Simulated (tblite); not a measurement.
Compound: C₅H₈F₃PSi.
Geometry (GFN2-xTB, Å), atoms numbered from 1 in this order:
```xyz
18
C5H8F3PSi angstrom
C     -3.1746   -1.6397    0.0146
C     -2.5759   -0.6217   -0.1809
C     -1.8166    0.5844   -0.4128
P     -0.1829    0.4685    0.4959
C      0.6255   -0.8590   -0.4865
Si     2.5159   -0.9761   -0.1883
C      0.5775    1.9413   -0.4165
F      1.7981    2.2398    0.0515
F      0.7105    1.7689   -1.7448
F     -0.1791    3.0395   -0.2552
H     -3.7225   -2.5191    0.1781
H     -2.3677    1.4482   -0.0250
H     -1.6418    0.7182   -1.4870
H      0.1471   -1.7849   -0.1589
H      0.3981   -0.7307   -1.5473
H      2.7598   -0.8107    1.2435
H      3.2005    0.0462   -0.9745
H      2.9193   -2.3068   -0.6469
```

Level: GFN2-xTB in tblite, geometry and Hessian alike; calculated harmonic values, unscaled, isolated species. The method is semi-empirical: single wavenumbers can be off by several per cent or more. Modes of hydrogen on silicon can be 10 to 20 % off. One conformer, not necessarily the lowest.

Harmonic wavenumbers (cm⁻¹): 37.3, 46.8, 49.7, 84.5, 123.0, 131.8, 159.7, 198.3, 219.7, 282.1, 288.9, 301.0, 370.7, 431.3, 469.1, 476.2, 512.5, 530.5, 633.7, 642.4, 661.8, 682.4, 722.0, 735.2, 760.4, 772.4, 788.8, 805.1, 830.3, 999.0, 1023.2, 1043.4, 1050.6, 1089.0, 1097.2, 1138.2, 1184.0, 1388.6, 1418.7, 2268.3, 2286.7, 2287.3, 2304.5, 2904.8, 2928.0, 2945.3, 2960.8, 3398.5.

A = 1120, B = 789.2, C = 526.5 MHz; mass 184.008 u (most abundant isotopes); point group C1, symmetry number 1.

What is the zero-point energy?

Half the sum of the wavenumbers: 24232 cm⁻¹ = 289.88 kJ/mol.

What is S at 400 K and 1 bar for an ideal gas of classical rigid rotors and harmonic oscillators?

Translation 180.00, rotation 133.01, vibration 242.31: S = 555.3 J/(mol K).

And Cp and H(400 K) − H(0)?

Cp = 247.34 J/(mol K), of which vibrations give 214.08 (their classical limit is 48 R = 399.1); H(400 K) − H(0) = 60.96 kJ/mol without the zero-point energy, 47.66 from vibrations.

Which modes carry the vibrational entropy at 400 K?

37.3 cm⁻¹: 25.02; 46.8 cm⁻¹: 23.14; 49.7 cm⁻¹: 22.64; 84.5 cm⁻¹: 18.25; 123.0 cm⁻¹: 15.16; 131.8 cm⁻¹: 14.60 J/(mol K); the other 42 give 123.50 together.

What must be added to the electronic energy to get the Gibbs energy at 400 K and 1 bar?

ZPE + [H(400 K) − H(0)] − T·S = 289.88 + 60.96 − 222.13 = 128.71 kJ/mol.

Hindered rotation and anharmonicity are outside this model. Other conformers, if any are populated, would add a mixing term that is left out. The structure is chiral; the term R ln 2 for an equal mix with its mirror image is left out.
